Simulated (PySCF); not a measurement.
C3H3BF2O, SMILES FB(F)C1=CCO1. Atoms are numbered in the order given.

```xyz
10

F      1.1665    -1.8516     0.0000
B     -0.0004    -1.2162     0.0000
F     -1.1133    -1.9483     0.0000
C     -0.0945     0.3329     0.0000
C     -1.0693     1.2912     0.0000
C      0.0452     2.3004     0.0000
O      1.0088     1.1953     0.0000
H     -2.1637     1.3149     0.0000
H      0.1641     2.9279     0.9093
H      0.1641     2.9279    -0.9093
```

The structure is a stationary point at PBE-D3(BJ)/def2-SVP. The structure was generated by enumeration, and PubChem lists no compound with its InChIKey, so it may never have been made. Other conformers were not sampled.

These are PBE/pcSseg-1 (PySCF) values and carry that method's errors.

GIAO shieldings, no solvent; atoms listed in one row are averaged. δ = σ(ref) − σ: ¹⁹F against CFCl3 (σ = 133.6 ppm); ¹¹B against BF3 (σ = 83.9 ppm); ¹³C against TMS (σ = 182.0 ppm); ¹⁷O against H2O (σ = 334.3 ppm); ¹H against TMS (σ = 31.49 ppm), references at their B3LYP-D3(BJ)/def2-TZVP geometries, non-relativistic.

| nucleus | atoms | count | δ (ppm) |
|---|---|---|---|
| ¹⁹F | F1 | 1 | -105.6 |
| ¹⁹F | F3 | 1 | -109.0 |
| ¹¹B | B2 | 1 | 6.1 |
| ¹³C | C4 | 1 | 175.2 |
| ¹³C | C5 | 1 | 140.0 |
| ¹³C | C6 | 1 | 89.7 |
| ¹⁷O | O7 | 1 | 201.2 |
| ¹H | H8 | 1 | 7.44 |
| ¹H | H9, H10 | 2 | 5.94 |
